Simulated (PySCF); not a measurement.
Structure with atom numbers: `[CH3:1][C:2](=[O:3])[NH:4][B:5]1[O:6][BH:7][O:8][BH:9][O:10]1`. Hydrogens are named by the atom that carries them.

- PBE0/pcSseg-1 with gauge-including orbitals
- geometry from PBE0-D3(BJ)/def2-SVP
- J couplings at B3LYP/pcJ-1 (spin–dipole term only in couplings to heteroatoms)
- run in PySCF
- no solvent, one computed conformer, non-relativistic Hamiltonian, fast rotation and ring inversion assumed for equivalent nuclei

Question: Predict the 2D correlation tables (HSQC, COSY, HMBC).

Answer: 

HSQC (one-bond C–H):
```
          δH         δC  1J(C,H) (Hz)
1.97 (H(C1))  26.2 (C1)           135
```

HMBC (two and three bonds, |J| ≥ 2.5 Hz):
```
          δH  δC [abs. J in Hz]
1.97 (H(C1))   171.8 (C2) [5.6]
```

No COSY cross peaks are expected.

δ = σ(ref) − σ, references computed at the same level: 1H, 13C against TMS.

The OH or NH signal is concentration- and solvent-dependent in practice; the value given is the gas-phase one. Hydrogens on boron are broadened and split by 11B (spin 3/2, 80 %) and 10B (spin 3). Shifts are as computed. Against solution values, carbons near 30 ppm lie about +2 ppm off and those near 130 ppm about +5 ppm. Of 1313 compounds with measured shifts, 239 miss one by over three times the rms of a fit or turn the order of signals round; such compounds aren't used in these exercises. Hydrogen bonding in solution deshields acid and N–H amide carbonyl carbons by as much as 10 ppm beyond these values.
